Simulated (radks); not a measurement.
Coulomb parameter of the 4f shell of the ytterbium ion Yb3+ in the model configuration [Xe] 4f11 5d2, as a second difference U = [E(n + 0.25) + E(n - 0.25) - 2 E(n)] / (0.25)^2 with all orbitals relaxed. "Bare": the charge of the atom changes with n. "Screened": the 5d shell takes up the change at fixed total charge, which measures U(4f,4f) + U(5d,5d) - 2 U(4f,5d). All-electron calculation, scalar-relativistic Kohn-Sham, LDA (Slater exchange, Perdew-Wang correlation), spin-unpolarised, spherical densities, finite nucleus; Fermi nuclear charge, rms radius 5.3108 fm. Program: a radial shooting solver on a logarithmic mesh with Libxc functionals.

case                  configuration  E - E(n) (eV)
start                 [Xe] 4f11 5d2          0.000
bare +0.25         [Xe] 4f11.25 5d2        -12.409
bare -0.25         [Xe] 4f10.75 5d2         13.767
screened +0.25  [Xe] 4f11.25 5d1.75         -5.561
screened -0.25  [Xe] 4f10.75 5d2.25          5.981

U(bare) = 21.725 eV, U(screened by 5d) = 6.709 eV, against the Slater integral F0(4f,4f) = 37.278 eV with frozen orbitals.
